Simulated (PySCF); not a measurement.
Vibration and rotation of MgGe⁻

UHF constants of MgGe⁻, ⁴Σ⁻ (quartet), unpaired electrons σ ↑, π ↑↑ (basis Mg aug-cc-pVDZ, Ge aug-cc-pVDZ-PP with ECP10; scalar-relativistic core potentials; PySCF 2.14; masses 23.9850 and 73.9212 u):

```
ωe              : 145.2 cm⁻¹
ωexe            : 1.47 cm⁻¹
Be              : 0.10734 cm⁻¹
αe              : 0.00133 cm⁻¹
D (centrifugal) : 2.35e-07 cm⁻¹
```

Give the vibrational terms G(v) and spacings up to v = 6.

G(v) = ωe(v+½) − ωexe(v+½)².

| v | G(v) (cm⁻¹) | G(v) − G(v−1) | Bv (cm⁻¹) |
| --- | --- | --- | --- |
| 0 | 72.2 |  | 0.1067 |
| 1 | 214.5 | 142.3 | 0.1053 |
| 2 | 353.8 | 139.3 | 0.1040 |
| 3 | 490.2 | 136.4 | 0.1027 |
| 4 | 623.6 | 133.4 | 0.1014 |
| 5 | 754.1 | 130.5 | 0.1000 |
| 6 | 881.7 | 127.6 | 0.0987 |

Spin–orbit coupling is left out. Hartree–Fock leaves out correlation, which carries a large part of most bond energies and some tenths to 1 eV of ionisation energies. The state was picked by a PBE0 search and need not be the measured ground state.
